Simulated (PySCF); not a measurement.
B(H)2(NEt2), SMILES BN(CC)CC (C4H12BN), singlet at its GFN2-xTB optimised geometry (Å):

```
18

B      0.6781     1.5786     0.0000
H      1.8502     1.5786     0.0000
H      0.0707     2.5811     0.0000
N     -0.0011     0.3773     0.0217
C     -1.4549     0.3122    -0.0034
C     -2.0409     0.6432    -1.3760
C      0.6641    -0.9101     0.0460
C      0.5521    -1.6788    -1.2714
H     -1.7772    -0.6882     0.3018
H     -1.8502     1.0284     0.7236
H     -3.1273     0.6086    -1.3346
H     -1.7323     1.6411    -1.6750
H     -1.6985    -0.0607    -2.1297
H      1.7186    -0.7364     0.2652
H      0.2454    -1.5210     0.8572
H      0.9104    -1.0620    -2.0922
H      1.1571    -2.5811    -1.2226
H     -0.4763    -1.9691    -1.4724
```

Level of theory: PBE0/def2-SVP (PySCF 2.14.0).

Map of the HOMO amplitude (bohr^(-3/2)) on the plane z = 1.2 Å; orbital energy -7.23 eV, overall sign arbitrary:

```
|555555555555555555555555555|
|555555555555555555555555555|
|555555555555555555555555555|
|555555555555555555555555555|
|555555555555555555555555555|
|555555555555544444555555555|
|555555555555444444455555555|
|555555555555443334455555555|
|555555666654432233445555555|
|555555677754321123445555555|
|555556678864210123445555555|
|555556678863100123455555555|
|555556677753100234455555555|
|555555667653211344555555555|
|555555666654334455555555555|
|555555566655566666555555555|
|555555555556688876655555555|
|555555555566799876655555555|
|555555555556788766555555555|
|555555555556667665555555555|
|555555555555566655555555555|
|555555555555555555555555555|
|555555555555555555555555555|
|555555555555555555555555555|
|555555555555555555555555555|
|555555555555555555555555555|
|555555555555555555555555555|
```
Scale: ten equal steps from -0.077 (start of '0') to 0.066 (end of '9'), in the order '0123456789'; x runs from -5.00 to 5.00, y from -5.00 (bottom) to 5.00 (top).
